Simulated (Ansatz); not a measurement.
Stepwise reaction of `F[SiH](Cl)[SiH2]Cl` with water, as a gas-phase model of exchange steps in deposition or etching. ΔE in kJ/mol.

Isolated molecules relaxed with PBE0-D4/def2-TZVP in Ansatz; ΔE leaves out vibrations. CBS: MP2 limit from def2 TZ/QZ plus the TZ coupled-cluster correction, frozen cores. This one scheme is used for every species. DFT in def2-TZVPP. B3LYP here is the variant with VWN-RPA as its local correlation; programs differ in this. One conformer a species, not always the lowest.

| step | reaction | PBE-D4 | B3LYP-D4 | ωB97M-V | CCSD(T)/CBS |
| --- | --- | --- | --- | --- | --- |
| 1 | `F[SiH](Cl)[SiH2]Cl` + H₂O → `O[Si@H](Cl)[Si@H](F)Cl` + H₂ | -76.9 | -82.1 | -81.3 | -77.1 |

Give the row of step 2, `O[Si@H](Cl)[Si@H](F)Cl` + H₂O → `O[Si](O)(Cl)[SiH](F)Cl` + H₂. (Best estimate.)

Computed: 
```
step                                                        reaction  PBE-D4  B3LYP-D4  ωB97M-V  CCSD(T)/CBS
   2  `O[Si@H](Cl)[Si@H](F)Cl` + H₂O → `O[Si](O)(Cl)[SiH](F)Cl` + H₂   -89.9     -97.4    -96.9        -93.2
```

By hand: ΔE of the 2 steps together at CCSD(T)/CBS.

(-77.1) + (-93.2) = -170.3 kJ/mol, or -85.2 kJ/mol a step.

In ΔE each step is lower than the one before. All are downhill at CCSD(T)/CBS. PBE-D4 differs from CCSD(T)/CBS by 0.2 to 3.3 kJ/mol a step. Only this route is followed, and other bonds may react first. Isolated molecules leave out the surface, adducts and barriers. Largest T1 diagnostic: 0.011.
